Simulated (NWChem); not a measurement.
Species: AlH3S; SMILES [AlH2][SH]

```xyz
5

Al     0.0174    -1.1197     0.0000
H      1.4228    -1.8470     0.0000
H     -1.3843    -1.8595     0.0000
S      0.0635     1.0659     0.0000
H     -1.2807     1.2079     0.0000
```
Atoms are numbered in this order, from 1.

Results from NWChem. The geometry was optimised at PBE0/def2-SVP.

For level B3PW91/def2-SVP:

```
Property                     Result
---------------------------  ------
highest occupied level (eV)   -7.56
orbital gap (eV)               6.07
```

Question: Estimate the same quantities for level HCTH/407/def2-SVP.

Answer: The highest occupied level (eV) is -6.69 and the orbital gap (eV) is 4.57.
